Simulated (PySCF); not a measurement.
Computed shifts of a molecule C4H6F2, HF/pcSseg-1 in PySCF, GIAO, gas phase, atoms alike by connectivity averaged where their shifts nearly agree, in ppm (number of nuclei): ¹³C: 106.1 (1), 17.7 (1), 17.4 (1), 15.9 (1). ¹⁹F: -118.1 (1), -135.3 (1). ¹H: 1.89 (1), 1.84 (3), 1.77 (1), 1.36 (1). References: ¹³C against TMS (σ = 192.6 ppm); ¹⁹F against CFCl3 (σ = 238.5 ppm); ¹H against TMS (σ = 31.99 ppm), references at their B3LYP-D3(BJ)/def2-TZVP geometries, non-relativistic. The structure is a stationary point at PBE-D3(BJ)/def2-SVP. One conformer was computed; it need not be the lowest.

Problem. Which molecule gave these data?
(A) C[C@@H]1CC1(F)F
(B) F[C@H]1CC[C@@H]1F
(C) C/C=C/C(F)F
(D) C/C(F)=C(\C)F

Solution. A, C[C@@H]1CC1(F)F
